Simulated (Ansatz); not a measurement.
`O=C[SiH2][SiH3]`. Total charge 0; spin multiplicity 1. The structure was optimised at the PBE0-D4/def2-TZVP level. It is one conformer, not always the lowest.

```xyz
10

O    -2.160    0.957    1.342
C    -1.623   -0.050    0.962
Si    0.294   -0.235    0.859
Si    0.942    0.223   -1.345
H    -2.247   -0.913    0.623
H     0.645   -1.642    1.200
H     0.918    0.706    1.822
H     2.407    0.021   -1.502
H     0.598    1.627   -1.689
H     0.226   -0.695   -2.271
```

Q: What is the dipole moment at B3LYP/def2-TZVPP? (Best estimate.)

A: Ansatz gave: 2.25 D, with components (1.31, -1.63, -0.83) D in this frame, pointing from negative to positive charge.

Q: And with PBE, r2SCAN, ωB97M-V? (Best estimate.)

A: Ansatz gave: PBE 2.03 D, r2SCAN 2.15 D, ωB97M-V 2.26 D.

Q: Give the Mulliken charges with B3LYP, PBE, ωB97M-V in def2-TZVPP. (Best estimate.)

A: The calculation gave: 
```json
{"atom": "O1", "B3LYP": "-0.24", "PBE": "-0.20", "ωB97M-V": "-0.25"}
{"atom": "C2", "B3LYP": "0.06", "PBE": "0.07", "ωB97M-V": "0.04"}
{"atom": "Si3", "B3LYP": "0.23", "PBE": "0.17", "ωB97M-V": "0.14"}
{"atom": "Si4", "B3LYP": "0.15", "PBE": "0.10", "ωB97M-V": "0.04"}
{"atom": "H5", "B3LYP": "0.06", "PBE": "0.05", "ωB97M-V": "0.08"}
{"atom": "H6", "B3LYP": "-0.06", "PBE": "-0.05", "ωB97M-V": "-0.02"}
{"atom": "H7", "B3LYP": "-0.05", "PBE": "-0.04", "ωB97M-V": "-0.01"}
{"atom": "H8", "B3LYP": "-0.05", "PBE": "-0.03", "ωB97M-V": "-0.01"}
{"atom": "H9", "B3LYP": "-0.04", "PBE": "-0.03", "ωB97M-V": "0.00"}
{"atom": "H10", "B3LYP": "-0.05", "PBE": "-0.03", "ωB97M-V": "-0.01"}
```

B3LYP here is the variant with VWN-RPA as its local correlation; programs differ in this.
